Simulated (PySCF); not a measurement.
A calculated (PBE0, PySCF 2.14, aug-cc-pVTZ, the non-relativistic Hamiltonian (point nucleus)) atom or ion has these occupied shells.

```csv
shell,electrons,orbital energy (eV),"rms radius, mean of both spins (bohr)"
1s α,1,-5875.9,0.0743
1s β,1,-5875.9,0.0743
2s α,1,-673.32,0.321
2s β,1,-671.44,0.321
2p α,3,-571.43,0.289
2p β,3,-569.83,0.289
3s α,1,-80.225,0.980
3s β,1,-74.685,0.980
3p α,3,-51.557,1.06
3p β,3,-45.517,1.06
3d α,5,-6.954,1.64
4p α,1,-2.475,5.19
```

Problem. Name the element and its charge.

Solution. Cr (chromium, neutral), in [Ar] 3d5 4p1, high-spin 7P determinant (an excited configuration).
